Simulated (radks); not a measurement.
Results of a calculation; reference values are marked as such.
Au2+, configuration [Kr] 4d10 4f14 5s2 5p5.5 5d9.5 (fractional occupations, a model configuration). Code: a radial shooting solver on a logarithmic mesh with Libxc functionals. Model: scalar-relativistic Kohn-Sham, PBE, spin-polarised, spherical densities, finite nucleus; open shells are filled with parallel spins first (spin-orbit coupling, left out, can overturn this in heavy ions); Fermi nuclear charge, rms radius 5.4371 fm.

Unscreened Slater integrals over Kohn-Sham orbitals (eV). They are taken over the spin-up orbitals. Empty in this configuration: 6s.

integral     value
F0(5d,5d)   16.648
F2(5d,5d)   8.6165
F4(5d,5d)   5.7002
F0(5d,5p)   19.026
F2(5d,5p)   9.3813
G1(5d,5p)   11.263
G3(5d,5p)   6.9703
F0(5d,4f)   21.626
F2(5d,4f)   4.9976
F4(5d,4f)   2.3162
G1(5d,4f)   1.5918
G3(5d,4f)   1.5147
G5(5d,4f)   1.2163
F0(5d,6s)   11.893
G2(5d,6s)   2.8626
F0(5p,5p)   22.970
F2(5p,5p)   12.383
F0(5p,4f)   28.323
F2(5p,4f)   8.7808
G2(5p,4f)   3.3049
G4(5p,4f)   2.8067
F0(5p,6s)   12.527
G1(5p,6s)  0.96393
F0(4f,4f)   49.943
F2(4f,4f)   24.820
F4(4f,4f)   15.809
F6(4f,4f)   11.443
F0(4f,6s)   13.298
G3(4f,6s)  0.37725
F0(6s,6s)   10.139

Derived for the open shells (J is the average intra-shell exchange parameter used in DFT+U). 5p: J = F2/5 = 2.477 eV. 5d: Racah B = F2/49 - 5 F4/441 = 0.1112 eV, C = 35 F4/441 = 0.4524 eV, C/B = 4.07, F4/F2 = 0.662, J = (F2 + F4)/14 = 1.023 eV.
